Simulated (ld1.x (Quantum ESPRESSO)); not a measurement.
u(r) = r·R(r): atom against pseudo-atom (O (Z = 8))

Columns: radius, all-electron u(r) and pseudo u(r) of the 2s shell (level -24.21 eV) of oxygen in the configuration [He] 2s1 2p5; LDA (PZ), scalar-relativistic, TM scheme, ld1.x (Quantum ESPRESSO) 7.5.

```
r (bohr)  all-electron   pseudo
   0.088        0.4170  -0.0856
   0.175        0.3166  -0.1769
   0.262        0.0507  -0.2813
   0.350       -0.2386  -0.4050
   0.438       -0.4891  -0.5451
   0.525       -0.6805  -0.6874
   0.612       -0.8155  -0.8120
   0.700       -0.9016  -0.9002
   0.788       -0.9462  -0.9462
   0.875       -0.9588  -0.9588
   0.962       -0.9480  -0.9480
   1.050       -0.9201  -0.9201
   1.138       -0.8804  -0.8804
   1.225       -0.8338  -0.8338
   1.312       -0.7830  -0.7830
   1.400       -0.7296  -0.7296
   1.487       -0.6766  -0.6766
   1.575       -0.6240  -0.6240
   1.662       -0.5737  -0.5737
   1.750       -0.5253  -0.5253
   1.838       -0.4796  -0.4796
   1.925       -0.4373  -0.4373
   2.012       -0.3978  -0.3978
   2.100       -0.3609  -0.3609
   2.188       -0.3268  -0.3268
   2.275       -0.2959  -0.2959
```

(1) How many radial nodes do the two functions have?

(2) At about which radius was the pseudo-wave matched?

(3) Where does each function peak?

(4) Is the pseudo-wave norm-conserving?

Answers

(1) The all-electron 2s function has n − l − 1 = 1; the pseudo-wave has 0, since the states of the same l below it are removed with the core.

(2) 0.85 bohr, where the columns begin to agree (steps of 0.09 bohr).

(3) Outermost all-electron maximum near 0.88 bohr, pseudo maximum near 0.88 bohr (to the table’s step).

(4) Yes: the TM scheme keeps the norm inside the radius equal to the all-electron one, which fixes the energy derivative of the logarithmic derivative at the level.
